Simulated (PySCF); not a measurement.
## Dipole response of Bi (bismuth, neutral)

[Xe] 4f14 5d10 6s2 6p3, high-spin 4S determinant. All numbers are calculated (PySCF 2.14, the spin-free X2C one-electron Hamiltonian (Gaussian nucleus), in aug-cc-pwCVTZ-DK3 (11s10p8d5f1g, 125 functions)). Coupled (time-dependent) response in atomic units; α is the mean over directions.

```tsv
method	mean α (bohr³)	C₆ (like pair)	S(−4)
UHF	49.90	604.8	668.0
```

S(−4) is the Cauchy moment in α(ω) = α(0) + S(−4) ω² + …

Reference α: 48 ± 4 bohr³ (recommended; Schwerdtfeger and Nagle, table of static dipole polarizabilities (2023 update)). Published C₆: 513.0 (Gould and Bucko (2016)).

α(iu) at UHF:

| u (hartree) | α(iu) (bohr³) |
| --- | --- |
| 0 | 49.90 |
| 0.0500 | 48.30 |
| 0.100 | 44.23 |
| 0.200 | 34.02 |
| 0.300 | 25.55 |
| 0.500 | 15.44 |
| 0.750 | 9.580 |
| 1.00 | 6.711 |
| 1.50 | 4.034 |
| 2.00 | 2.786 |
| 3.00 | 1.599 |
| 5.00 | 0.7321 |

A single London oscillator, α(iu) = α/(1 + u²/ω²), gives C₆ = (3/4) ω α². Matching the computed C₆ needs ω = 4 × 604.8 / (3 × 49.90²) = 0.324 hartree.

Spin-orbit coupling, which splits the p, d and f shells strongly at this Z, is absent. Spin-orbit coupling is strong in this species (close to jj coupling), so the high-spin LS determinant is a model state, not a physical level.
